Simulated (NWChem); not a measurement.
Molecule: HfH4S; SMILES [SH][HfH3]

```xyz
6

Hf     0.0072     0.4261     0.0000
H     -1.7532     0.9831     0.0000
H      0.8794     1.0608     1.4937
H      0.8794     1.0608    -1.4937
S      0.0494    -1.9907     0.0000
H     -1.3104    -1.9326     0.0000
```
Atoms are numbered in this order, from 1.

All runs use the structure optimised with PBE0/def2-SVP. Not confirmed as a minimum by frequencies. def2 effective core potentials on Hf; no spin-orbit coupling.

Symmetry labels are those of Cs in the frame above (b1 and b2, or b-type labels, depend on it).

Problem. List the 4 lowest vertical singlet excitations from PBE/def2-SVPD with def2 effective core potentials on Hf, TDA (NWChem).

Solution. 
```tsv
state	energy (eV)	oscillator strength	symmetry	leading excitation (squared amplitude)
S1	3.85	0.002	a"	HOMO → LUMO (0.99)
S2	4.12	0.003	a'	HOMO → LUMO+1 (0.75)
S3	4.16	0.000	a"	HOMO−2 → LUMO (0.85)
S4	4.23	0.001	a"	HOMO−1 → LUMO+1 (0.85)
```
